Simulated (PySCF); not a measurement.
O3Os, SMILES [O]=[Os](=[O])=[O], multiplicity 1.

The structure is a stationary point at PBE0-D3(BJ)/def2-TZVP. The multiplicity is an assumed one; other spin states were not compared. The def2 effective core potentials stand for the cores of Os; spin–orbit coupling is left out.

Two levels are set side by side: TDDFT-PBE/def2-SVPD (PySCF) and TDDFT-LC-ωPBE/def2-SVPD (PySCF). Vertical, same geometry. The lowest singlet is HOMO→LUMO 100 % with PBE and HOMO→LUMO 99 % with the other functional; states are paired by order. Differences are taken from unrounded values.

```
quantity                              TDDFT-PBE
------------------------------------  ---------
lowest singlet excitation (eV)             2.38
lowest triplet excitation (TDA) (eV)       1.75
```

Problem. These are the TDDFT-PBE values. What does TDDFT-LC-ωPBE give? (Estimate from the structure and the level; the computed values follow.)

Solution. 
```csv
quantity,TDDFT-LC-ωPBE,TDDFT-PBE minus TDDFT-LC-ωPBE
lowest singlet excitation (eV),2.27,0.11
lowest triplet excitation (TDA) (eV),1.59,0.16
```

Rough cost on one machine, each run with all the roots and properties that it gave: TDDFT-LC-ωPBE against TDDFT-PBE about 4 times.
